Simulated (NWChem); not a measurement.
System: SiHBrF2; SMILES F[SiH](Br)F

```xyz
5

Si     0.3845    -0.9199     0.0000
F     -0.2889    -1.5939    -1.2916
F     -0.2889    -1.5939     1.2916
Br    -0.0576     1.2215     0.0000
H      1.8329    -1.1811     0.0000
```
Atoms are numbered in this order, from 1.

Geometry: optimised at PBE0/def2-SVP.

Symmetry labels are those of Cs in the frame above (b1 and b2, or b-type labels, depend on it).

### Question
List the 4 lowest vertical singlet excitations from CAM-B3LYP/def2-SVPD, TDA (NWChem).

### Answer
| state | energy (eV) | oscillator strength | symmetry | leading excitation (squared amplitude) |
|---|---|---|---|---|
| S1 | 7.69 | 0.042 | a' | HOMO → LUMO (0.89) |
| S2 | 7.71 | 0.023 | a" | HOMO−1 → LUMO (0.89) |
| S3 | 8.22 | 0.002 | a" | HOMO → LUMO+2 (0.92) |
| S4 | 8.45 | 0.002 | a' | HOMO−1 → LUMO+2 (0.72) |
